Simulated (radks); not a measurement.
Dy I, 66 electrons, occupied as [Xe] 4f10 6s1 7s1 (not the ground configuration).

Calculated with a radial shooting solver on a logarithmic mesh with Libxc functionals: Dirac Kohn-Sham, PBE, spin-unpolarised, spherical densities, finite nucleus; open shells fill j = l - 1/2 first; Fermi nuclear charge, rms radius 5.2218 fm.

Energy parts (eV):
part                      energy
total                 -331082.26
kinetic                363108.90
electron-nucleus      -816132.91
Hartree                129135.37
exchange-correlation    -7193.62

Orbitals (lengths in bohr, moments of r in powers of bohr; <r^-3> diverges for s and p1/2; r(max) is where P^2 peaks):
orbital  occ.  eigenvalue (eV)      <r>   r(max)  <r^-3>
1s1/2       2        -53593.70  0.02112  0.01337       -
2s1/2       2        -8922.611  0.08922  0.07621       -
2p1/2       2        -8486.776  0.07438  0.05740       -
2p3/2       4        -7686.571  0.08143  0.06342   11000
3s1/2       2        -1988.373   0.2341   0.2157       -
3p1/2       2        -1798.086   0.2238   0.2031       -
3p3/2       4        -1631.906   0.2371   0.2157    2367
3d3/2       4        -1304.625   0.2096   0.1709   400.3
3d5/2       6        -1268.337   0.2138   0.1744   353.0
4s1/2       2        -395.8081   0.5299   0.4945       -
4p1/2       2        -320.7233   0.5405   0.4977       -
4p3/2       4        -283.6044   0.5710   0.5246   529.3
4d3/2       4        -159.9364   0.6037   0.5299   76.21
4d5/2       6        -153.2170   0.6146   0.5386   66.12
4f5/2       6          -6.8221   0.8671   0.5367   9.192
4f7/2       4          -5.9465   0.8879   0.5420   8.777
5s1/2       2         -52.1809    1.303    1.160       -
5p1/2       2         -32.0299    1.472    1.268       -
5p3/2       4         -27.3489    1.578    1.352   65.34
6s1/2       1          -5.9037    3.793    3.257       -
7s1/2       1          -1.2952    9.948    9.362       -

The highest occupied level is 7s1/2 at -1.295 eV. Summed over all electrons, <r^2> = 164.8 bohr^2, which gives a Langevin (diamagnetic) susceptibility term of -131 x 10^-6 cm^3/mol. The electron density at the nucleus is 7.403e+05 e/bohr^3.
